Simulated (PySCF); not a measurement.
BH3N, SMILES B[NH], multiplicity 2. Atoms are numbered in the order given.

```xyz
5

B     -0.0139    -0.6916     0.0000
N      0.0536     0.6354     0.0000
H      0.9743    -1.3737     0.0000
H     -1.0988    -1.2228     0.0000
H     -0.1815     1.6069     0.0000
```
Charge 0, spin multiplicity 2.

The structure is a stationary point at B3LYP-D3(BJ)/def2-TZVP. The isomer is the one that the SMILES or the coordinates give; other isomers of the formula were not compared.

Two levels are set side by side: PBE/pcH-1 (PySCF) and B3LYP/pcH-1 (PySCF). Contact hyperfine couplings, same geometry. Differences are taken from unrounded values.

```csv
quantity,B3LYP
"A(iso) of 11B, atom B1 (MHz)",-58.5
"A(iso) of 14N, atom N2 (MHz)",42.8
"A(iso) of 1H, atom H3 (MHz)",232.7
"A(iso) of 1H, atom H4 (MHz)",299.4
"A(iso) of 1H, atom H5 (MHz)",-46.9
```

Problem. What does PBE give, and how far is it from B3LYP? (Estimate from the structure and the level; the computed values follow.)

Solution. 
| quantity | PBE | PBE minus B3LYP |
|---|---|---|
| A(iso) of 11B, atom B1 (MHz) | -54.1 | 4.4 |
| A(iso) of 14N, atom N2 (MHz) | 33.4 | -9.4 |
| A(iso) of 1H, atom H3 (MHz) | 247.6 | 14.9 |
| A(iso) of 1H, atom H4 (MHz) | 315.3 | 15.9 |
| A(iso) of 1H, atom H5 (MHz) | -38.4 | 8.5 |

Rough cost on one machine, each run with all the roots and properties that it gave: B3LYP against PBE within a factor of 2.
